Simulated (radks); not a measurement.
Ionisation ladder of tungsten, from W LXVII to W LXXIV. Each ion is in the ground configuration listed by NIST, and IE = E(next ion) - E(this ion), with E = 0 for the bare nucleus. Calculated with a radial shooting solver on a logarithmic mesh with Libxc functionals: scalar-relativistic Kohn-Sham, PBEsol, spin-polarised, spherical densities, finite nucleus; open shells are filled with parallel spins first (spin-orbit coupling, left out, can overturn this in heavy ions); Fermi nuclear charge, rms radius 5.3658 fm.

| species | configuration | E (hartree) | IE, Delta-SCF (eV) | <r> HOMO (bohr) | IE, NIST (eV) | kind | error (eV) |
|---|---|---|---|---|---|---|---|
| W LXVII | [He] 2s2 2p4 | -9863.1066 | 16671.0 | 0.0673 | 16252 | semi-emp. | +419.0 |
| W LXVIII | [He] 2s2 2p3 | -9250.4597 | 17109.7 | 0.0668 | 16588 | semi-emp. | +521.7 |
| W LXIX | [He] 2s2 2p2 | -8621.6910 | 17448.4 | 0.0664 | 18476 | semi-emp. | -1027.6 |
| W LXX | [He] 2s2 2p1 | -7980.4740 | 17780.5 | 0.0660 | 18872 | semi-emp. | -1091.5 |
| W LXXI | [He] 2s2 | -7327.0543 | 19389.0 | 0.0743 | 19362 | semi-emp. | +27.0 |
| W LXXII | [He] 2s1 | -6614.5219 | 19722.9 | 0.0740 | 19686.7 | theory | +36.2 |
| W LXXIII | [He] | -5889.7182 | 79424 | 0.0183 | 79181.9 | theory | +242.2 |
| W LXXIV | 1s1 | -2970.9343 | 80843 | 0.0181 | 80755.9 | theory | +87.3 |

Reference values: NIST Atomic Spectra Database (exp. = measured, semi-emp. = semi-empirical, theory = theoretical value adopted there). The ionisation energy per charge of the ion left behind rises most, in proportion, at W LXXIII ([He]), from 273.93 to 1088.0 eV. Against the entries that are not theoretical the mean signed error is -1.1 % and the largest -5.8 %. Open shells are spherical and high-spin; term and fine-structure splittings are not resolved. Spin-orbit splitting is averaged out at the scalar-relativistic level.
